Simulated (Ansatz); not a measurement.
Basis sets compared for the cluster Ag₃O⁺ (the lowest singlet isomer of a short search). The state is a singlet with charge 1. Geometry B3LYP-D4/def2-SVP. Ansatz on 4 threads of Arm Neoverse V2 on a shared host; times are rough, and most runs start from earlier orbitals.

Cartesian coordinates in Å:
```
Ag -0.544 -1.015 -1.719
Ag -0.097 2.066 0.055
Ag 0.709 -1.046 1.638
O -0.068 -0.005 0.026
```

In the def2 sets Ag takes a core potential; there is no spin–orbit coupling. The structure comes from a short search, and lower isomers may exist.

```csv
level,functions,energy (Eh),HOMO (eV),LUMO (eV),wall time
PBE-D4/def2-SVP,107,-515.7479,-9.56,-8.25,1.1 s
PBE0-D4/def2-SVP,107,-515.6944,-10.70,-7.08,1.9 s
```

(1) Estimate the rows for PBE-D4/def2-TZVP, PBE0-D4/def2-TZVP.

Results:

(1) 
```tsv
level	functions	energy (Eh)	HOMO (eV)	LUMO (eV)	wall time
PBE-D4/def2-TZVP	151	-515.9475	-9.64	-8.31	1.4 s
PBE0-D4/def2-TZVP	151	-515.8894	-10.76	-7.13	2.2 s
```
